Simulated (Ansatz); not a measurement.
`BN[SiH](O)F` + H₂ → `BN[SiH2]F` + H₂O at 400 K and 1 bar (hydrogenolysis of the Si–O bond).

Program: Ansatz. Geometries: PBE0-D4/def2-TZVP. ΔE: electronic, gas phase. CCSD(T)/CBS is the MP2 limit (def2-TZVPP, def2-QZVPP) plus CCSD(T) − MP2 in def2-TZVPP, frozen cores. This one scheme is used for every species. Each species was taken in one conformer, which may not be the lowest.

```csv
species,CCSD(T)/CBS energy (Eh),H − E (kJ/mol),S (J/(mol·K))
`BN[SiH](O)F`,-546.73995,203.7,375.7
H₂,-1.17544,38.0,139.0
`BN[SiH2]F`,-471.49877,182.0,339.2
H₂O,-76.37941,69.8,198.6
```

H − E and S are ideal-gas, rigid-rotor, harmonic terms from PBE0-D4/def2-TZVP, for one conformer and one mirror image of each species. For small species the MP2-based limit differs from directly extrapolated CCSD(T) by up to some mEh (0.8 for H₂); such offsets cancel only in part. 1 Eh = 2625.50 kJ/mol, R = 8.31446 J/(mol·K).

Task: By hand: ΔE, ΔH, ΔS and ΔG.

Result: ΔE = (-471.49877) + (-76.37941) − (-546.73995) − (-1.17544) = 0.03721 Eh = 97.7 kJ/mol. Δ(H − E) = 182.0 + 69.8 − 203.7 − 38.0 = 10.1, so ΔH = 107.8 kJ/mol. ΔS = 339.2 + 198.6 − 375.7 − 139.0 = 23.1 J/(mol·K). ΔG = 107.8 − 400 × (23.1)/1000 = 98.6 kJ/mol.

Task: By hand: the equilibrium constant, and the temperature at which ΔG would vanish if ΔH and ΔS stayed fixed.

Result: log₁₀ K = −ΔG/(RT ln 10) = -12.9. ΔG = 0 at ΔH/ΔS = 4667 K, far beyond where these terms or the molecules hold.

ΔH outweighs TΔS. A doubt of 5 kJ/mol in ΔE shifts log₁₀ K by 0.7 here. Other conformers and mirror images would add mixing entropy, several J/(mol·K) or more a flexible species. Modes under 60 cm⁻¹, often nearly free rotors, make the harmonic entropy too high. These are equilibria of isolated gas molecules and say nothing of rates. Largest T1 diagnostic: 0.012 (customary marks: 0.02 for closed shells, 0.045 for open ones).
